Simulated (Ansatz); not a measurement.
One change: `[Cl][AlH][SiH]1CO1` becomes `[SiH3]N[SiH]1CO1`.

Ansatz, PBE0-D4/def2-TZVP geometries, multiplicity 1. Each molecule was computed in one conformer, which needn't be the lowest.

```
                                        property  `[Cl][AlH][SiH]1CO1`
             HOMO–LUMO gap (PBE/def2-TZVPP) / eV                  3.12
size of the dipole moment (B3LYP/def2-TZVPP) / D                  2.31
             LUMO energy (B3LYP/def2-TZVPP) / eV                 -2.63
              HOMO energy (PBE0/def2-TZVPP) / eV                 -7.43
            HOMO–LUMO gap (PBE0/def2-TZVPP) / eV                  4.97
           LUMO energy (ωB97M-V/def2-TZVPP) / eV                 -0.77
```

(1) What does the change do to each property? (Best estimate.)

## Answers

(1) Ansatz gave: 
| property | `[SiH3]N[SiH]1CO1` | shift |
| --- | --- | --- |
| HOMO–LUMO gap (PBE/def2-TZVPP) / eV | 5.09 | 1.97 |
| size of the dipole moment (B3LYP/def2-TZVPP) / D | 2.10 | -0.21 |
| LUMO energy (B3LYP/def2-TZVPP) / eV | -0.18 | 2.45 |
| HOMO energy (PBE0/def2-TZVPP) / eV | -7.18 | 0.25 |
| HOMO–LUMO gap (PBE0/def2-TZVPP) / eV | 7.24 | 2.27 |
| LUMO energy (ωB97M-V/def2-TZVPP) / eV | 1.63 | 2.40 |

With PBE0 the HOMO rises by 0.25 eV and the LUMO rises by 2.51 eV, so the gap widens by about 2.26 eV. PBE moves the HOMO by 0.39 eV and ωB97M-V by 0.08 eV. Dipoles are sizes alone; their direction can turn.

B3LYP here is the variant with VWN-RPA as its local correlation; programs differ in this.
